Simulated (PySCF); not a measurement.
Isomers of C3H4S. All species are isolated molecules in the gas phase. One relaxed conformer stands for each flexible species; it need not be the lowest. Strings in code marks are SMILES.

All values below come from B3LYP-D3(BJ)/def2-TZVP // PBE0-D3(BJ)/def2-TZVP run with PySCF. All candidates: neutral, multiplicity 1. B3LYP has the VWN-RPA correlation part, as in Gaussian. Delta-SCF ions had no search for a lower state. Excitations are Tamm–Dancoff values on a coarser integration grid. The basis has no diffuse functions, so Rydberg states are missing or too high.

```json
{
  "T1 excitation (TDA)": "4.34 eV",
  "HOMO": "-6.26 eV",
  "vertical ionisation energy (Delta-SCF)": "8.63 eV"
}
```

Q: Identify which member has these values.
(A) `C=CC=S` (C–C–C–S torsion 180°)
(B) `CC#CS`
(C) `C#CSC`
(D) `S=C1CC1`

A: B, `CC#CS`. The others give `C#CSC`: 4.15 eV, -6.30 eV, 8.66 eV; `C=CC=S` (C–C–C–S torsion 180°): 1.63 eV, -6.27 eV, 8.65 eV; `S=C1CC1`: 1.78 eV, -5.99 eV, 8.45 eV
